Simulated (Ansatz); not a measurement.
Gas-phase electronic energies from Ansatz, PBE0-D4/def2-TZVP geometries. CBS: MP2 limit from def2 TZ/QZ plus the TZ coupled-cluster correction, frozen cores. This one scheme is used for every species. DFT in def2-TZVPP. One conformer a species, not always the lowest.

Reaction (cleavage of the Si–Al bond): `[F][Al]([F])[SiH3]` + `OB(S)Cl` → `[SiH3]OB(S)Cl` + `[F][AlH][F]`

`[F][Al]([F])[SiH3]`:

```xyz
7

F     0.183   -1.181    2.354
Al   -0.340   -0.016    1.320
F    -1.310    1.155    1.943
Si    0.275    0.000   -1.032
H    -0.952   -0.081   -1.870
H     1.162   -1.146   -1.359
H     0.981    1.269   -1.356
```

`OB(S)Cl`:

Z-matrix (Å, degrees):
```
B
S 1 1.800
Cl 1 1.770 2 117.6
O 1 1.348 2 121.5 3 180.0
H 2 1.344 1 94.9 3 -180.0
H 4 0.962 1 113.2 2 -180.0
```

`[SiH3]OB(S)Cl`:

```xyz
9

Si    0.745    0.294   -1.444
O     0.690   -0.358    0.076
B    -0.155   -0.422    1.115
S    -1.794    0.349    1.039
Cl    0.368   -1.280    2.567
H     1.729    1.400   -1.431
H     1.180   -0.777   -2.368
H    -0.595    0.800   -1.831
H    -2.169   -0.005    2.277
```

`[F][AlH][F]`:

Cartesian coordinates in Å:
```
F -0.804 -1.407 0.068
Al 0.021 0.008 0.024
F -0.238 1.009 -1.248
H 1.022 0.391 1.156
```

```json
{"level": "revPBE", "ΔE (kJ/mol)": "-41.6"}
{"level": "PBE0", "ΔE (kJ/mol)": "-52.1"}
{"level": "CCSD/def2-TZVPP", "ΔE (kJ/mol)": "-75.5"}
{"level": "HF/CBS(def2)", "ΔE (kJ/mol)": "-96.5"}
```

(1) What does CCSD(T)/CBS give? (An estimate is asked.)

Largest T1 diagnostic among the species: 0.014.

## Answers

(1) Computed: -74.9 kJ/mol. The listed levels differ from it by 33.3, 22.8, -0.6, -21.6 kJ/mol.

At CCSD(T), def2-SVP lies +14.7 kJ/mol from the extrapolated value and def2-TZVPP +1.5 kJ/mol. The D4 term adds −5.8 kJ/mol with B3LYP and −3.2 kJ/mol with PBE0; it sums over pairs of atoms, weighted by their polarisabilities, and B3LYP, whose exchange is more repulsive, gets the larger term. From r2SCAN to r2SCAN0 (25 % exact exchange), in def2-TZVPP and without D4, ΔE moves by −3.1 kJ/mol.

B3LYP here is the variant with VWN-RPA as its local correlation; programs differ in this.
